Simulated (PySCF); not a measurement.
ITl, SMILES [I][Tl] (connectivity only; charge and spin as stated), charge +1, multiplicity 2. Atoms are numbered in the order given.

```xyz
2

Tl     0.0000     0.0000    -1.3327
I      0.0000     0.0000     2.0367
```
Charge +1, spin multiplicity 2.

Coordinates come from a PBE0-D3(BJ)/def2-TZVP optimisation. The spin state was assumed, not searched. The def2 effective core potentials stand for the cores of I, Tl; spin–orbit coupling is left out.

Computed with PBE0/def2-TZVPD (PySCF).

Mulliken values depend strongly on the basis, most of all with diffuse functions as here. ESP charges are fitted to the potential on shells at 1.4 to 2.0 van der Waals radii. Atomic charges (e):

```csv
atom,Mulliken,ESP fit,Mulliken spin
Tl1,0.79,?,-0.02
I2,0.21,?,1.02
```

### Question
Some entries are withheld; supply them. (Estimate from the structure and the level; the computed values follow.)

### Answer

- Tl1, ESP fit: 0.77
- I2, ESP fit: 0.23
